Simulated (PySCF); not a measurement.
Deuteron quadrupole couplings in `C[C@@H]1C(=O)C[C@H]2[SiH2]O[SiH2][C@@H]12`

Species: C₆H₁₂O₂Si₂.
Cartesian coordinates in Å at the GFN2-xTB level; atoms count from 1:
```xyz
22
C6H12O2Si2 angstrom
C     -2.2767   -1.0636    0.2738
C     -1.0234   -0.2050    0.3822
C     -1.3058    1.2677    0.1317
O     -2.2553    1.8772    0.5483
C     -0.1970    1.8313   -0.7263
C      0.8770    0.7469   -0.7701
Si     2.2049    0.8006    0.6098
O      2.3479   -0.8122    0.8649
Si     1.3175   -1.8619    0.1395
C      0.1027   -0.5788   -0.5878
H     -2.0682   -2.0865    0.5789
H     -3.0603   -0.6559    0.9084
H     -2.6394   -1.0732   -0.7524
H     -0.6539   -0.2520    1.4157
H     -0.6232    2.0150   -1.7178
H      0.1505    2.7900   -0.3409
H      1.3790    0.7513   -1.7423
H      3.5039    1.2715    0.1497
H      1.7387    1.4107    1.8497
H      2.0635   -2.5900   -0.8803
H      0.7563   -2.6837    1.2025
H     -0.3491   -0.8800   -1.5380
```

Level: PBE0/pcSseg-1 (PySCF, non-relativistic); Q(2H) = 0.00286 b; rigid geometry, the same for H and D, with no vibrational averaging.

Question: Rank these positions by the coupling χzz of a deuteron there, largest first.
A. H13 (methyl hydrogen)
B. H19 (Si–H hydrogen)
C. H14 (methine hydrogen)
D. H17 (methine hydrogen)

Answer: A (210 kHz), D (205 kHz), C (195 kHz), B (110 kHz).

Question: What are Vzz, η and χzz (234.96 MHz × Q × Vzz) at all hydrogens?

Answer: 
```
atom  bonded to  bond length (Å)  Vzz (au)     η  χzz (kHz)
 H11         C1            1.088    0.3151  0.02        212
 H12         C1            1.088    0.3110  0.02        209
 H13         C1            1.088    0.3125  0.03        210
 H14         C2            1.099    0.2902  0.01        195
 H15         C5            1.095    0.3007  0.01        202
 H16         C5            1.090    0.3081  0.03        207
 H17         C6            1.094    0.3049  0.03        205
 H18        Si7            1.456    0.1652  0.01        111
 H19        Si7            1.458    0.1631  0.00        110
 H20        Si9            1.458    0.1635  0.01        110
 H21        Si9            1.456    0.1653  0.00        111
 H22        C10            1.094    0.3044  0.03        205
```

Question: Average by the element that carries the hydrogen.

Answer: on C: 206 kHz over 8 positions, mean bond length 1.092 Å; on Si: 110 kHz over 4 positions, mean bond length 1.457 Å.

Question: How does χzz go with the bond length over the 8 C–H bonds?

Answer: A straight-line fit has a slope of -12.4 kHz for each 0.01 Å, with a correlation coefficient of -0.95, over lengths from 1.088 to 1.099 Å. The longer bonds have the smaller couplings here.

Question: Give the 2H NMR doublet splittings at H21 for a magnetic field along the z, y and x axes of the gradient: 3χ/2, 3χ(1 + η)/4, 3χ(1 − η)/4.

Answer: With |χ| = 111.1 kHz and η = 0.002: 167, 84 and 83 kHz, to first order and without motion.

Isolated species at its GFN2-xTB geometry (one conformer only). GFN2-xTB bond lengths can be off by several hundredths of an ångström, more for odd bonds, and the gradients follow them. A larger basis could move these couplings by a tenth or more.

These values come from a run that also computed NMR shieldings. Hardware: one thread of an Intel Xeon at 2.50 GHz, shared host with 64 logical CPUs at a one-minute load of 63. Cost: 3.3 min wall, 2.7 min CPU, 1.1 GiB resident at most.
